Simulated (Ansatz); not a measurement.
ClFH$_{3}$OScSi (`[F][Sc]([Cl])[O][SiH3]`). The species carries charge 0 and has multiplicity 1.

```xyz
8

F     2.001   -2.529   -0.193
Sc    1.769   -0.737    0.105
Cl    3.549    0.640    0.602
O     0.040   -0.053   -0.006
Si   -1.487    0.535   -0.105
H    -2.181   -0.059   -1.277
H    -1.455    2.013   -0.258
H    -2.236    0.189    1.132
```

Problem. What are the harmonic wavenumbers in cm⁻¹ at PBE0-D4/def2-TZVP (Ansatz, finite differences of forces, unscaled)? (An estimate is asked.)

Solution. Computed: 7, 42, 53, 120, 134, 172, 378, 499, 702, 725, 729, 952, 956, 974, 1044, 2222, 2223, 2225.
